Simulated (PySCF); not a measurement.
Spin states of LiBe

Unrestricted PBE0; Li def2-TZVP, Be def2-TZVP; no relativity (PySCF 2.14). Outer shells of the fragments: Li 2s1; Be 2s2.

Followed along the bond (rough minima from three points):

```
2Ms+1   unpaired  ⟨S²⟩ at the start  R at minimum (Å)  Te (eV)
    2        σ ↑               0.77              2.59     0.00
    2        π ↑               0.75              2.24     0.65
    4  σ ↑↑, π ↑               3.75              2.52     2.27
```

Solutions found at the starting distance of 2.245 Å, counted from the lowest of them; the search is not exhaustive and high or unbound solutions are not listed, so other states can lie among these:

```tsv
2Ms+1	unpaired	term	E (eV)	⟨S²⟩	⟨Lz²⟩	μ (D)
2	σ ↑	²Σ⁺	0.00	0.77	0.00	-3.06
2	π ↑	²Π	0.51	0.75	1.01	-3.84
4	σ ↑↑, π ↑	⁴Π	2.21	3.75	1.00	-4.90
4	σ ↑, π ↑↑	⁴Σ⁻	2.60	3.75	0.00	-3.70
2	σ ↑↑, π ↓	mixed	3.20	1.75	1.00	-4.68
4	σ ↑↑↑	⁴Σ⁺	3.28	3.75	0.00	4.69
```

A term symbol is given only where ⟨S²⟩ and ⟨Lz²⟩ are close to those of a pure state; real π, δ and φ orbitals otherwise mix terms. A positive dipole means Li(−)Be(+).

**Question.** Compare the gap between the two lowest followed solutions at the starting distance with the gap between their minima.

**Answer.** At PBE0 the second solution (doublet, unpaired electrons π ↑) lies +0.51 eV from the first (doublet, unpaired electrons σ ↑) at 2.245 Å and +0.65 eV at the minima; the two curves relax by different amounts, since their minima lie near 2.24 and 2.59 Å.

Counting both spins, an empty level lies below a filled one in some of these solutions, because spin and occupation are held.
